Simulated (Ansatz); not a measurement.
GeH₂F₂⁻, that is GeF2H2 with one electron more. Total charge -1; doublet. Geometry r2SCAN-D4/def2-TZVP, that of the neutral singlet; atoms count from 1.

Cartesian coordinates in Å:
```
Ge -0.066 0.040 -0.084
F 0.851 -1.422 -0.061
F 0.240 0.772 1.448
H -1.544 -0.335 -0.139
H 0.519 0.945 -1.164
```

The highest occupied level of the charge -1 doublet lies above zero (up to 2.81 eV). By energy differences it is unbound by 1.22 eV (vertical, against the charge 0 singlet, at PBE0-D4/def2-TZVPD) and held by the finite basis.

Question: Estimate the Mulliken populations from the PBE0/def2-TZVPD orbitals of Ansatz.

Answer: 
| atom | charge (e) | spin (α − β) |
| --- | --- | --- |
| Ge1 | 0.04 | 0.75 |
| F2 | -0.46 | 0.08 |
| F3 | -0.46 | 0.08 |
| H4 | -0.06 | 0.04 |
| H5 | -0.06 | 0.04 |
Mulliken values depend strongly on the basis. With diffuse functions, as here, like atoms can get unlike values, and bond orders can come out too low or too high.

Question: Where does the spin sit?

Answer: Summed by element: Ge 0.75, F 0.16, H 0.09, of 1 unpaired in all. Largest on single atoms: Ge1 0.75, F2 0.08, F3 0.08.

Question: And the Mayer bond orders between heavy atoms (over 0.3)?

Answer: Ge1–F2 0.84 (1.73 Å); Ge1–F3 0.84 (1.73 Å).
